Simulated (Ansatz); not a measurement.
# Energy profile

The step: Si₂H₃Cl₃ ([SiH3][Si]([Cl])([Cl])[Cl]) → SiH₃Cl ([SiH3][Cl]) + SiCl₂; bonds formed: Si1–Cl3; bonds broken: Si1–Si2, Si2–Cl3 (atoms numbered as in the saddle structure below).

```tsv
atom	x (Å)	y (Å)	z (Å)
Si1	-0.1487	-0.1672	1.2493
Si2	-0.1755	0.5034	-1.2049
Cl3	1.1865	-1.1895	-0.3488
Cl4	-1.1569	-0.4895	-2.7220
Cl5	1.2118	1.7068	-2.1415
H6	-1.5969	-0.4846	1.2390
H7	0.2152	1.2047	1.6783
H8	0.4647	-1.0843	2.2507
```

Electronic energies by CCSD(T) at an estimated basis limit (MP2 extrapolated from triple and quadruple zeta, plus CCSD(T) − MP2 in triple zeta), on PBE0-D4/def2-TZVP structures; Si2H3Cl3, closed shell; no counterpoise correction. Program: Ansatz 0.2.0. Basis: def2-TZVPP and def2-QZVPP. Cores are frozen in the correlated methods. Extrapolation: Hartree–Fock as exp(−7.88 √X), correlation as X^−2.97.

Q: Give the profile in eV, counted from the start structure. (An estimate is asked for; the value comes from the calculation.)

A: Computed:
```
                                                                                                                           point     eV
                                                                                                                 start structure  0.000
                                                                                                                          saddle  2.071
                                                                                                                   end structure  1.472
separated: SiH3Cl (linked as [SiH3][Cl]; Si1, Cl3, H6, H7, H8; singlet) + SiCl2 (linked as [Cl][Si][Cl]; Si2, Cl4, Cl5; singlet)  1.587
```

The T1 diagnostic stays at or below 0.013. The restricted Hartree–Fock reference is unstable towards an unrestricted one at one or more of these structures.

Losses and insertions of silylenes and their heavier kin drive the gas-phase chemistry of silicon and germanium vapour deposition.

For scale, one of the runs: CCSD(T)/def2-TZVPP, 252 basis functions, launched by `ansatz run in.yaml --threads 8 --pin off --events-out ev --progress --plain --max-ram 19148MiB`. Hardware: 8 CPU threads of an Intel Xeon Platinum 8259CL, shared host. Wall time 34 s; peak host memory 4.6 GiB.
